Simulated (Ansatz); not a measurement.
`O[As](S)[SeH]`. The species carries charge 0 and has multiplicity 1.

| atom | x (Å) | y (Å) | z (Å) |
| --- | --- | --- | --- |
| O1 | 1.128 | 0.898 | 1.309 |
| As2 | 0.920 | -0.638 | 0.443 |
| S3 | -1.288 | -0.837 | 0.890 |
| Se4 | 0.769 | 0.035 | -1.855 |
| H5 | 0.518 | 1.579 | 1.004 |
| H6 | -1.504 | -1.714 | -0.104 |
| H7 | -0.543 | 0.676 | -1.687 |

(1) List the harmonic frequencies (cm⁻¹, unscaled) at PBE0-D4/def2-TZVP in Ansatz. (Best estimate.)

(2) Is this a minimum?

(3) Give the ideal-gas thermochemistry at 298.15 K and 1 bar (rigid rotor, harmonic oscillator; point group C1, symmetry number 1).

(4) Rotational constants (cm⁻¹)?

## Answers

(1) The calculation gave: 87, 131, 184, 209, 248, 273, 330, 381, 628, 687, 739, 979, 2432, 2712, 3834.

(2) Yes, all 15 modes are real.

(3) Zero-point energy 82.9 kJ/mol; H(298) − E = 104.9 kJ/mol; entropy 369.3 J/(mol·K), of which translation 175.2, rotation 120.0, vibration 74.1; G(298) − E = -5.2 kJ/mol. Modes under 100 cm⁻¹ are hindered rotations or soft bends, so the harmonic entropy is rough.

(4) 0.1056, 0.0434, 0.03547.
